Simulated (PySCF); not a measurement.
Property card for `Cc1nn(C)cc1[NH3+]`

C₅H₁₀N₃ (charge +1).
Atom-mapped SMILES: `[CH3:1][c:2]1[n:3][n:4]([CH3:5])[cH:6][c:7]1[NH3+:8]` (hydrogens: H9, H10, H11 on C1; H12, H13, H14 on C5; H15 on C6; H16, H17, H18 on N8)

Geometry (PBE0-D3(BJ)/def2-SVP, Å), atoms numbered from 1 in this order:
```xyz
18
C5H10N3 angstrom
C     -1.5097    1.8748    0.0993
C     -0.4782    0.8036    0.0285
N      0.8180    1.0686   -0.0288
N      1.4550   -0.0969   -0.0677
C      2.9011   -0.1149   -0.1470
C      0.6258   -1.1537   -0.0443
C     -0.6429   -0.5993    0.0157
N     -1.9082   -1.3087    0.0774
H     -1.0371    2.8405   -0.1202
H     -1.9610    1.9456    1.1018
H     -2.3179    1.7285   -0.6362
H      3.2246    0.3879   -1.0680
H      3.2492   -1.1543   -0.1507
H      3.3206    0.4128    0.7195
H      0.9817   -2.1819   -0.0758
H     -1.9085   -2.1601   -0.5002
H     -2.1721   -1.5874    1.0350
H     -2.6673   -0.7102   -0.2777
```

From PBE0-D3(BJ)/def2-SVP geometry optimisation, gas phase (PySCF):

```yaml
Rotational_constants_A_B_C: 3.514, 1.721, 1.180 GHz
```

From CAM-B3LYP/def2-SVPD ground state, ΔSCF and vertical TDDFT (core frozen in the response) (PySCF):

```yaml
HOMO_energy: -12.66 eV
LUMO_energy: -4.09 eV
HOMO–LUMO_gap: 8.57 eV
Lowest_singlet_excitation: 5.94 eV (209 nm, f = 0.000)
Strongest_line_among_the_10_lowest_singlet_transitions: S8 at 7.73 eV (160 nm, f = 0.125)
Lowest_triplet_excitation_Tamm–Dancoff: 4.75 eV
Static_isotropic_polarisability: 76.5 au
Vertical_ionisation_energy: 13.38 eV
Vertical_electron_affinity: 3.41 eV
Electronic_spatial_extent_⟨r²⟩_about_the_centre_of_nuclear_charge: 1007 bohr²
```

**KT2/pcSseg-1 ground state and GIAO shieldings, non-relativistic (PySCF)**

```yaml
13C_chemical_shifts_computed_TMS_as_zero_by_class: 134.2 (C2), 118.9 (C6), 100.2 (C7), 42.0 (C5), 10.2 (C1) ppm
1H_chemical_shifts_computed_TMS_as_zero_by_class: 7.50 (H15), 5.95 (H16/H17/H18), 4.03 (H12/H13/H14), 2.61 (H9/H10/H11) ppm
Isotropic_shieldings_of_nuclei_other_than_C_and_H_by_class: -68 (N3), 36 (N4), 210 (N8) ppm
```

From B3LYP/pcJ-1 indirect spin-spin coupling, non-relativistic, gas phase; spin–dipole term left out for some pairs (PySCF):

```yaml
Largest_of_the_computed_one-bond_spin–spin_couplings_means_over_like_bonds: 13C–1H +201.0 (C6–H15), 13C–1H +150.5 (C5–H12 and 2 like it), 13C–1H +137.3 (C1–H9 and 2 like it), 13C–13C +90.4 (C6–C7), 15N–1H -78.9 (N8–H16 and 2 like it), 13C–13C +64.3 (C2–C7), 13C–13C +58.0 (C1–C2), 15N–13C -16.4 (N4–C6) Hz
```

Monoisotopic mass of the ion (most abundant isotopes, electron mass counted): 112.0869 u.

No computed singlet falls in the visible range (750 to 380 nm, 1.65 to 3.26 eV); S1 lies 2.68 eV above its blue end. The polarisability is 11.34 Å³ as a volume (1 au = 0.148185 Å³), or 1.27 au for each of the 60 electrons. The rotational constants make it an asymmetric top with κ = (2B − A − C)/(A − C) = -0.54, nearer the prolate limit (−1). The principal polarisabilities are 52.8, 80.4 and 96.3 au; their mean is the isotropic value. The vertical singlet–triplet gap S1 − T1 is 1.19 eV (TDDFT singlet less Tamm–Dancoff triplet; S1: HOMO→LUMO, weight 0.69; T1: HOMO→LUMO+1, weight 0.48). With B = h/(8π²I), that is 505.379 GHz u Å² over I, the principal moments of inertia are 143.8, 293.6 and 428.2 u Å² (most abundant isotopes); the inertial defect Ic − Ia − Ib is -9.2 u Å² (zero for a rigid planar frame, negative otherwise). The ΔSCF ionisation energy exceeds −ε(HOMO) by 0.72 eV with CAM-B3LYP. S1 lies 2.63 eV below the HOMO–LUMO gap; its leading configuration is HOMO→LUMO, weight 0.69.

 NMR classes are plain means over equivalent atoms (diastereotopic ones count apart unless rotation or inversion swaps them), as if these changed places fast; in this geometry the members of some classes differ.
